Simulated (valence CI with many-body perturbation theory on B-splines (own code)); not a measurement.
## Al7+: calculated level list

Level of theory: relativistic CI+MBPT: four valence electrons over a frozen Dirac-Fock core [He], radial functions for each j: 11 s, 11 p, 9 d, 7 f, 5 g, 2 h, 1 i, with the one-electron correlation potential Σ1, the two-electron term Σ2, the three-electron term Σ3, Breit, model QED; selected CI, second order for the rest, scaled by the run's own slope (own B-spline code, finite nucleus).

No measured spectrum was set against this ion. As an estimate, levels hold to about 100 cm⁻¹ or 0.05 % of their energy and the worst to 300 or 400 cm⁻¹, as in measured light ions of charge 2 to 7. Among the levels kept, up to 270 cm⁻¹ of a level comes from second order outside the variational space, and about a tenth of that is noise between levels of different J, which matters for small intervals.

Levels 46 to 73 of 73, with energies above the lowest level, 2s²2p² ³P_0. "Leading %" is the weight of the configuration and term that name the level; weights of strongly mixed levels are sums over their largest components and can fall short. Lifetimes count E1, E2, E3, M1 and M2 decay at the calculated energies, and are blank where another channel may lead or the interval is too uncertain; long ones can be off by a factor of two.

```tsv
No.	Configuration	Term	J	E (cm⁻¹)	Leading %	Second component	Lifetime
46	2s²2p3d	³P°	1	1491400	90	4 % 2s²2p3d ³D°	2.40 ps
47	2s²2p3d	³P°	0	1492000	95		2.49 ps
48	2s2p²3s	³P	0	1503200	91	7 % 2s²2p3p ³P	10.2 ps
49	2s2p²3s	³P	1	1504500	91	7 % 2s²2p3p ³P	10.2 ps
50	2s2p²3s	³P	2	1507000	91	6 % 2s²2p3p ³P	10.2 ps
51	2s²2p3d	¹F°	3	1509200	94		1.19 ps
52	2s²2p3d	¹P°	1	1510100	94		1.93 ps
53	2s2p²3p	³S°	1	1531000	96		5.95 ps
54	2s2p²3p	⁵D°	0	1536800	99		2.00 ns
55	2s2p²3p	⁵D°	1	1537300	99		1.67 ns
56	2s2p²3p	⁵D°	2	1538200	98		2.18 ns
57	2s2p²3p	⁵D°	3	1539700	98		2.26 ns
58	2s2p²3p	⁵D°	4	1541600	99		2.23 ns
59	2s2p²3p	⁵P°	1	1546000	98		624 ps
60	2s2p²3p	⁵P°	2	1546700	98		1.36 ns
61	2s2p²3p	⁵P°	3	1548200	98		941 ps
62	2s2p²3p	³D°	1	1563400	98		7.08 ps
63	2s2p²3p	³D°	2	1564600	98		7.05 ps
64	2s2p²3p	³D°	3	1566500	98		7.03 ps
65	2s2p²3p	⁵S°	2	1570700	98		606 ps
66	2s2p²3p	³P°	0	1576900	98		7.05 ps
67	2s2p²3p	³P°	1	1577400	98		7.02 ps
68	2s2p²3p	³P°	2	1578300	98		6.99 ps
69	2s2p²3s	³D	3	1585300	96		8.23 ps
70	2s2p²3s	³D	2	1585400	96		8.26 ps
71	2s2p²3s	³D	1	1585400	97		8.27 ps
72	2s2p²3s	¹D	2	1608300	97		19.3 ps
73	2s2p²3d	⁵F	1	1609900	99		1.94 ns
```
